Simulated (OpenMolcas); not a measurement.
**Sr+: effect of the level shift or regulariser**

- Program: OpenMolcas 26.06
- Basis: ANO-RCC-VQZP [8s7p4d2f1g]
- Scalar Hamiltonian: DKH2, point nucleus
- Active space: 1 electron in 9 orbitals (4d 5s 5p)
- State averaging: 2S+1 = 2 even, 6 roots; 2S+1 = 2 odd, 3 roots
- Spin-orbit coupling: RASSI with atomic mean-field integrals over the reference wave functions, term energies averaged over their components

Methods on the same reference wave functions:
A. CASSCF
B. SS-CASPT2, IPEA 0.25 Eh, imaginary shift 0.1 Eh (closed shells correlated: 4s 4p)
C. SS-CASPT2, IPEA 0.25 Eh, real shift 0.2 Eh (closed shells correlated: 4s 4p)

Energies in cm⁻¹ above 5s ²S_1/2, the measured ground level; measured values from NIST Handbook of Basic Atomic Spectroscopic Data.

```tsv
Level	A	B	C	Measured
5s ²S_1/2	0.0	0.0	0.0	0.0
4d ²D_3/2	16136	15930	15930	14556
4d ²D_5/2	16402	16200	16190	14836
5p ²P°_1/2	21559	23730	23710	23715
5p ²P°_3/2	22119	24290	24270	24517
```

Deviations, from unrounded energies. A percentage is the sum of absolute deviations over the sum of measured energies, with the sign that they share, or ± where signs differ.

```csv
Against measurement,Levels,A,B,C
mean absolute deviation (cm-1),4,1900,750,750
other configurations (%),4,±9.9,±3.8,±3.8
```

B, C lie about equally close to measurement and A furthest from it. The largest miss of B in the table is 4d ²D_3/2, by +1400 cm-1. The ranking rests on the paired levels alone, and a cruder setting can come out closer through cancelling errors.

Between B and C the level of the table that moves most is 5p ²P°_1/2, by 16 cm-1 (lowest in C, highest in B). Moves below CASPT2's spread within the term are not significant.

The two smallest mean deviations differ by little beside CASPT2's spread within terms, so their order carries little weight.

The lowest spin-free term lies below A's lowest term by 0.217 hartree in B, 0.217 hartree in C.

CASPT2 does not keep the components of a term degenerate, so their means are used; among the terms shown or strongly mixed into the levels shown the widest spread is 73 cm-1 (4d ²D, B). ANO sets are built for ground and valence states and can reach diffuse excited orbitals poorly. With one active electron the reference holds no correlation, so core polarisation is missing (holds for A). With one active electron, CASPT2 adds the correlation within the correlated inactive shells and between them and that electron, and leaves the splitting within a term as the reference gives it (holds for B; C). Computed and measured levels are paired by configuration, term and J; levels that our copy of the source lacks, or whose pairing is in doubt (as where it misses far off the trend of its configuration), stay unpaired and out of the deviations. Levels of configurations outside the active space are missing.

° marks odd parity.
